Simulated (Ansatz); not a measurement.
One change: `[OH][Al]([F])[Cl]` becomes `[F][Al]([SH])[Cl]`.

Ansatz, PBE0-D4/def2-TZVP geometries, multiplicity 1. Each molecule was computed in one conformer, which needn't be the lowest.

```tsv
property	`[OH][Al]([F])[Cl]`
LUMO energy (PBE0/def2-TZVPP) / eV	-1.02
HOMO–LUMO gap (PBE0/def2-TZVPP) / eV	8.55
size of the dipole moment (ωB97M-V/def2-TZVPP) / D	1.97
size of the dipole moment (B3LYP/def2-TZVPP) / D	1.99
HOMO energy (ωB97M-V/def2-TZVPP) / eV	-11.87
size of the dipole moment (PBE/def2-TZVPP) / D	1.94
```

What does the change do to each property? (Estimate.)

Computed: 
```json
{"property": "LUMO energy (PBE0/def2-TZVPP) / eV", "`[F][Al]([SH])[Cl]`": "-1.04", "shift": "-0.02"}
{"property": "HOMO–LUMO gap (PBE0/def2-TZVPP) / eV", "`[F][Al]([SH])[Cl]`": "7.27", "shift": "-1.28"}
{"property": "size of the dipole moment (ωB97M-V/def2-TZVPP) / D", "`[F][Al]([SH])[Cl]`": "1.34", "shift": "-0.63"}
{"property": "size of the dipole moment (B3LYP/def2-TZVPP) / D", "`[F][Al]([SH])[Cl]`": "1.39", "shift": "-0.60"}
{"property": "HOMO energy (ωB97M-V/def2-TZVPP) / eV", "`[F][Al]([SH])[Cl]`": "-10.49", "shift": "1.38"}
{"property": "size of the dipole moment (PBE/def2-TZVPP) / D", "`[F][Al]([SH])[Cl]`": "1.38", "shift": "-0.56"}
```

Dipoles are sizes alone; their direction can turn.

B3LYP here is the variant with VWN-RPA as its local correlation; programs differ in this.
